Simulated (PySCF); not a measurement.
Gas-phase reaction: InH + C3H6 (cyclic) + 2 NH3 → In(CH3)3 + 2 NH2

Energies from PySCF, thermal terms from the rigid-rotor harmonic-oscillator model, ideal gas at 1 bar. † marks an energy on the PBE0/def2-TZVP geometry and frequencies. MP2 and CCSD(T) freeze the core. Open shells (unrestricted): NH2 (multiplicity 2); the rest are closed-shell singlets. In: scalar-relativistic def2 core potential, no spin-orbit coupling. Methyl groups turn as free rotors in In(CH3)3. InH: computed as isolated molecules; such fragments, hydroxides, amides, oligomers or adducts are transient or little studied in the gas. MP2 isn't extrapolated to the basis-set limit; its ΔH°(298 K) is 291.2 kJ in def2-SVP and 285.3 kJ in def2-TZVPP. CCSD(T) isn't extrapolated to the basis-set limit. The harmonic model lacks anharmonicity and excited electronic states, which grow with temperature; levels with a mode under 35 cm⁻¹ are left out. Soft modes under 120 cm⁻¹ make the harmonic entropy rough for In(CH3)3.

| level | ΔE electronic, kJ | ΔH°(298 K), kJ | ΔS°(298 K), J/K | ΔG°(2000 K), kJ |
|---|---|---|---|---|
| CCSD(T)/def2-SVP† | 304 | 280 | -69 | 384 |
| M06-2X/def2-TZVP† | 315 | 290 | -69 | 394 |
| MP2/def2-SVP† | 316 | 291 | -69 | 396 |
| PBE/def2-TZVP† | 322 | 297 | -69 | 402 |
| PBE0/def2-SVP† | 319 | 295 | -69 | 399 |
| r2SCAN/def2-TZVP† | 269 | 244 | -69 | 349 |
| LDA/def2-TZVP† | 379 | 354 | -69 | 459 |
| ωB97M-V/def2-TZVP† | 303 | 278 | -69 | 383 |
| ωB97X-V/def2-TZVP† | 294 | 270 | -69 | 374 |
ΔH° is lowest at r2SCAN/def2-TZVP† and highest at LDA/def2-TZVP†. No reference value is set beside these.
